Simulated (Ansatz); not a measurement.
`BC(O)OBCl`. Total charge 0; spin multiplicity 1. All single points use the PBE0-D4/def2-TZVP geometry. It is one conformer, not always the lowest.

```xyz
11

B     0.792   -0.777    1.383
C     0.069    0.120    0.353
O    -0.732   -1.100    0.693
O     0.371    0.077   -0.991
B    -0.162    0.961   -1.854
Cl    0.275    0.841   -3.539
H     1.564   -1.595    0.995
H     0.672   -0.507    2.542
H    -0.495    1.014    0.620
H    -1.446   -0.858    1.294
H    -0.908    1.823   -1.497
```

Question: What is the dipole moment at ωB97M-V/def2-TZVPP? (Estimate.)

Answer: The calculation gave: 3.41 D, with components (-2.65, 1.32, 1.69) D in this frame, pointing from negative to positive charge.

Question: And with PBE, r2SCAN, B3LYP? (Estimate.)

Answer: Computed: PBE 3.27 D, r2SCAN 3.37 D, B3LYP 3.40 D.

Question: Give the Mulliken charges with ωB97M-V, PBE, B3LYP in def2-TZVPP. (Estimate.)

Answer: Computed: 
```tsv
atom	ωB97M-V	PBE	B3LYP
B1	-0.27	-0.20	-0.18
C2	0.16	0.17	0.21
O3	-0.17	-0.14	-0.21
O4	-0.21	-0.13	-0.21
B5	0.09	0.12	0.15
Cl6	-0.11	-0.12	-0.14
H7	0.07	0.01	0.03
H8	0.06	0.00	0.01
H9	0.12	0.09	0.10
H10	0.20	0.22	0.21
H11	0.06	0.00	0.02
```

B3LYP here is the variant with VWN-RPA as its local correlation; programs differ in this.
